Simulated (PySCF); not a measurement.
## A small calculation by hand: chemical shift, span and skew from a shielding tensor

C4H4O3, SMILES C1OC(=C)C(O1)=O. Atoms are numbered in the order given.

```xyz
11

C     -1.0575    -1.8537     0.0000
C     -0.5835    -0.6020     0.0000
O     -1.3296     0.5373     0.0000
C     -0.4465     1.6519     0.0000
O      0.8749     1.1547     0.0000
C      0.8556    -0.2170     0.0000
O      1.8405    -0.8980     0.0000
H     -0.3390    -2.6732     0.0000
H     -2.1267    -2.0654     0.0000
H     -0.6148     2.2555     0.9067
H     -0.6148     2.2555    -0.9067
```
Charge 0, spin multiplicity 1.

Geometry: TPSSh-D3(BJ)/def2-SVP. The values are those of a single conformer.

GIAO shieldings from KT2/pcSseg-1 (PySCF), non-relativistic, no solvent. The symmetric part of the tensor of C2 has the principal values -41.5, 63.7, 106.5 ppm. The same nucleus in TMS has σ = 185.1 ppm at this level (PySCF, at its B3LYP-D3(BJ)/def2-TZVP geometry).

Question: Work out the isotropic shielding, the ¹³C shift against TMS, the span and the skew.

Answer: 
σ(iso) = (σ11 + σ22 + σ33)/3 = 42.9 ppm. δ = σ(ref) − σ(iso) = 185.1 − (42.9) = 142.2 ppm.
Span Ω = σ33 − σ11 = 148.0 ppm. Skew κ = 3(σ(iso) − σ22)/Ω = -0.42. Tumbling in solution averages the tensor to δ; in a static solid the shielding alone would spread this spin-1/2 line over Ω.
